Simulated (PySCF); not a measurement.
# Working out the ionisation energy of In

In [Kr] 4d10 5s2 5p1 (2P) → In⁺ [Kr] 4d10 5s2 (1S). All numbers are calculated (PySCF 2.14, scalar relativity by spin-free X2C-1e, in aug-cc-pwCVTZ-DK3 (10s9p7d4f1g, 109 functions)). Frozen: [Ar] 3d10. Energies in hartree (1 hartree = 27.21139 eV):

| part | In (lower) | In⁺ (upper) |
| --- | --- | --- |
| UHF | -5878.039262 | -5877.847452 |
| MP2 opposite-spin | -0.468842 | -0.464090 |
| MP2 same-spin | -0.239240 | -0.234647 |

**Question.** What does Hartree-Fock give?

**Answer.** (-5877.847452) − (-5878.039262) = 0.191810 hartree = 5.219 eV.

**Question.** What do MP2 and SCS-MP2 (6/5 opposite-spin, 1/3 same-spin) give?

**Answer.** The opposite-spin parts differ by 0.129 eV and the same-spin parts by 0.125 eV. MP2: 5.219 + (0.129) + (0.125) = 5.473 eV. SCS-MP2: 5.219 + 1.2 × (0.129) + (0.125)/3 = 5.415 eV.

Measured between the centres of the two terms (NIST): 5.603 eV, so MP2 (valence and next inner shell) is off by -0.130 eV.

What remains against the reference includes basis incompleteness, the frozen core and correlation beyond second order.
